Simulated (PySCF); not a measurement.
An element was calculated at PBE0 (PySCF 2.14, spin-free X2C, a triple-zeta basis, no spin-orbit coupling), in the ground configurations that NIST lists.

```
first ionisation energy  : 5.503 eV
second ionisation energy : 11.298 eV
third ionisation energy  : 25.585 eV
```

Q: Which element is it?

A: Europium (Eu, Z = 63), in ANO-RCC-VTZP. NIST lists 5.670, 11.24 ± 0.006, 24.84 ± 0.03 eV for these ionisation energies.
